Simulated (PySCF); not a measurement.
Al(F)(Et)(OH) (C2H6AlFO), SMILES [F][Al]([OH])[CH2]C.

Geometry optimised at B3LYP-D3(BJ)/def2-SVP. Other conformers were not sampled.

These are TDA-PBE/def2-SVPD (PySCF) values and carry that method's errors.

Vertical excitations. Gas-phase values at a fixed geometry. State labels are in the subgroup Cs.

Computed lowest excited states:
```json
[
 {"state": "S1", "symmetry": "A'", "energy (eV)": "5.92", "λ (nm)": "209", "f": "0.097", "main pairs": "HOMO→LUMO 96 %"},
 {"state": "S2", "symmetry": "A\"", "energy (eV)": "6.43", "λ (nm)": "193", "f": "0.001", "main pairs": "HOMO−1→LUMO 52 %, HOMO→LUMO+1 47 %"},
 {"state": "S3", "symmetry": "A\"", "energy (eV)": "6.57", "λ (nm)": "189", "f": "0.067", "main pairs": "HOMO→LUMO+1 50 %, HOMO−1→LUMO 47 %"},
 {"state": "S4", "symmetry": "A'", "energy (eV)": "6.80", "λ (nm)": "182", "f": "0.034", "main pairs": "HOMO−2→LUMO 93 %"},
 {"state": "S5", "symmetry": "A\"", "energy (eV)": "7.05", "λ (nm)": "176", "f": "0.002", "main pairs": "HOMO−3→LUMO 100 %"},
 {"state": "S6", "symmetry": "A'", "energy (eV)": "7.32", "λ (nm)": "169", "f": "0.001", "main pairs": "HOMO→LUMO+3 76 %, HOMO→LUMO+2 22 %"},
 {"state": "S7", "symmetry": "A'", "energy (eV)": "7.41", "λ (nm)": "167", "f": "0.075", "main pairs": "HOMO→LUMO+2 75 %, HOMO→LUMO+3 22 %"},
 {"state": "S8", "symmetry": "A\"", "energy (eV)": "7.43", "λ (nm)": "167", "f": "0.010", "main pairs": "HOMO−2→LUMO+1 98 %"},
 {"state": "S9", "symmetry": "A'", "energy (eV)": "7.67", "λ (nm)": "162", "f": "0.075", "main pairs": "HOMO−1→LUMO+1 75 %"},
 {"state": "S10", "symmetry": "A'", "energy (eV)": "7.75", "λ (nm)": "160", "f": "0.015", "main pairs": "HOMO−4→LUMO 95 %"},
 {"state": "T1", "symmetry": "A'", "energy (eV)": "5.39", "λ (nm)": "230", "f": "0", "main pairs": "HOMO→LUMO 99 %"},
 {"state": "T2", "symmetry": "A\"", "energy (eV)": "5.94", "λ (nm)": "209", "f": "0", "main pairs": "HOMO→LUMO+1 96 %"},
 {"state": "T3", "symmetry": "A\"", "energy (eV)": "6.20", "λ (nm)": "200", "f": "0", "main pairs": "HOMO−1→LUMO 96 %"},
 {"state": "T4", "symmetry": "A'", "energy (eV)": "6.50", "λ (nm)": "191", "f": "0", "main pairs": "HOMO−2→LUMO 89 %"}
]
```
Triplets are in the Tamm–Dancoff approximation.
